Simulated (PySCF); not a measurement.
HfF3, SMILES [F][Hf+]([F])[F], charge +1, multiplicity 1.

The structure is a stationary point at PBE0-D3(BJ)/def2-TZVP. The spin state was assumed, not searched. The isomer is the one that the SMILES or the coordinates give; other isomers of the formula were not compared. The def2 effective core potentials stand for the cores of Hf; spin–orbit coupling is left out.

The numbers are results of TDA-PBE0/def2-SVPD (PySCF), not measurements.

Vertical excitations; the highest root listed may be one member of a degenerate set.  State labels are in the subgroup Cs.

Problem. Estimate the UV-visible absorptions. (An estimate is asked for; the answer gives what the named calculation found.)

Solution. 
```json
[
 {"state": "S1", "symmetry": "A\"", "energy (eV)": "6.98", "λ (nm)": "178", "f": "0.000", "main pairs": "HOMO−2→LUMO 99 %"},
 {"state": "S2", "symmetry": "A\"", "energy (eV)": "6.99", "λ (nm)": "177", "f": "0.007", "main pairs": "HOMO→LUMO (degenerate set)"},
 {"state": "S3", "symmetry": "A'", "energy (eV)": "6.99", "λ (nm)": "177", "f": "0.007", "main pairs": "HOMO−1→LUMO (degenerate set)"},
 {"state": "S4", "symmetry": "A'", "energy (eV)": "7.42", "λ (nm)": "167", "f": "0.002", "main pairs": "HOMO−3→LUMO 98 %"},
 {"state": "S5", "symmetry": "A'", "energy (eV)": "7.83", "λ (nm)": "158", "f": "0.009", "main pairs": "HOMO−4→LUMO (degenerate set)"},
 {"state": "S6", "symmetry": "A\"", "energy (eV)": "7.83", "λ (nm)": "158", "f": "0.009", "main pairs": "HOMO−5→LUMO (degenerate set)"},
 {"state": "S7", "symmetry": "A'", "energy (eV)": "8.25", "λ (nm)": "150", "f": "0.007", "main pairs": "HOMO−6→LUMO 98 %"},
 {"state": "S8", "symmetry": "A'", "energy (eV)": "8.30", "λ (nm)": "149", "f": "0.001", "main pairs": "HOMO−7→LUMO, HOMO−2→LUMO+1 (degenerate set)"},
 {"state": "S9", "symmetry": "A\"", "energy (eV)": "8.30", "λ (nm)": "149", "f": "0.001", "main pairs": "HOMO−8→LUMO, HOMO−2→LUMO+2 (degenerate set)"},
 {"state": "S10", "symmetry": "A'", "energy (eV)": "8.36", "λ (nm)": "148", "f": "0.000", "main pairs": "HOMO−2→LUMO+1 38 %, HOMO−7→LUMO 32 %, HOMO→LUMO+1 15 %, HOMO−1→LUMO+2 15 %"},
 {"state": "T1", "symmetry": "A\"", "energy (eV)": "6.88", "λ (nm)": "180", "f": "0", "main pairs": "HOMO→LUMO (degenerate set)"},
 {"state": "T2", "symmetry": "A'", "energy (eV)": "6.88", "λ (nm)": "180", "f": "0", "main pairs": "HOMO−1→LUMO (degenerate set)"},
 {"state": "T3", "symmetry": "A\"", "energy (eV)": "6.93", "λ (nm)": "179", "f": "0", "main pairs": "HOMO−2→LUMO 99 %"},
 {"state": "T4", "symmetry": "A'", "energy (eV)": "7.11", "λ (nm)": "174", "f": "0", "main pairs": "HOMO−3→LUMO 96 %"}
]
```
Triplets are in the Tamm–Dancoff approximation.
